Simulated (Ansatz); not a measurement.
`C=C[O][InH][F]` + H₂ → `C=C[O][InH2]` + H–F at 400 K and 1 bar (hydrogenolysis of the In–F bond).

Gas-phase electronic energies from Ansatz, PBE0-D4/def2-TZVP geometries. CCSD(T)/CBS adds triple-zeta CCSD(T) − MP2 to the extrapolated MP2 energy (def2 sets, frozen cores). This one scheme is used for every species. def2 core potentials past Kr. For In outer-core shells are correlated without core-valence functions, which leaves a few kJ/mol of doubt a bond. Each species was taken in one conformer, which may not be the lowest.

| species | CCSD(T)/CBS energy (Eh) | H − E (kJ/mol) | S (J/(mol·K)) |
| --- | --- | --- | --- |
| `C=C[O][InH][F]` | -443.29711 | 174.2 | 394.0 |
| H₂ | -1.17544 | 38.0 | 139.0 |
| `C=C[O][InH2]` | -344.06070 | 181.6 | 367.0 |
| H–F | -100.39570 | 36.5 | 182.2 |

H − E and S are ideal-gas, rigid-rotor, harmonic terms from PBE0-D4/def2-TZVP, for one conformer and one mirror image of each species. For small species the MP2-based limit differs from directly extrapolated CCSD(T) by up to some mEh (0.8 for H₂); such offsets cancel only in part. 1 Eh = 2625.50 kJ/mol, R = 8.31446 J/(mol·K).

**Question.** By hand: ΔE, ΔH, ΔS and ΔG.

**Answer.** ΔE = (-344.06070) + (-100.39570) − (-443.29711) − (-1.17544) = 0.01615 Eh = 42.4 kJ/mol. Δ(H − E) = 181.6 + 36.5 − 174.2 − 38.0 = 5.9, so ΔH = 48.3 kJ/mol. ΔS = 367.0 + 182.2 − 394.0 − 139.0 = 16.2 J/(mol·K). ΔG = 48.3 − 400 × (16.2)/1000 = 41.8 kJ/mol.

**Question.** By hand: the equilibrium constant, and the temperature at which ΔG would vanish if ΔH and ΔS stayed fixed.

**Answer.** log₁₀ K = −ΔG/(RT ln 10) = -5.5. ΔG = 0 at ΔH/ΔS = 2981 K, far beyond where these terms or the molecules hold.

ΔH outweighs TΔS. A doubt of 5 kJ/mol in ΔE shifts log₁₀ K by 0.7 here. Other conformers and mirror images would add mixing entropy, several J/(mol·K) or more a flexible species. Modes under 60 cm⁻¹, often nearly free rotors, make the harmonic entropy too high. These are equilibria of isolated gas molecules and say nothing of rates. Largest T1 diagnostic: 0.017 (customary marks: 0.02 for closed shells, 0.045 for open ones).
